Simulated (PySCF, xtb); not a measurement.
C5H5N, SMILES C#CC(N)=C=C. Other conformers were not sampled.

Harmonic wavenumbers (cm⁻¹) from GFN2-xTB (xtb) at its own minimum, in rising order: 109, 178, 197, 244, 289, 444, 473, 531, 580, 653, 670, 713, 778, 873, 982, 1032, 1259, 1320, 1452, 1502, 2056, 2256, 3025, 3035, 3394, 3431, 3483.

### Question
What does PySCF with PBE-D3(BJ)/def2-SVP give at its own minimum? (An estimate is asked for; the answer gives what the named calculation found.)

### Answer
124, 173, 221, 289, 301, 498, 570, 578, 585, 600, 667, 672, 752, 857, 956, 1044, 1275, 1303, 1426, 1557, 1996, 2149, 3009, 3081, 3408, 3452, 3562. Paired by order, the mean absolute difference is 35 cm⁻¹ and the zero-point energies are 50.0 and 50.2 kcal/mol.
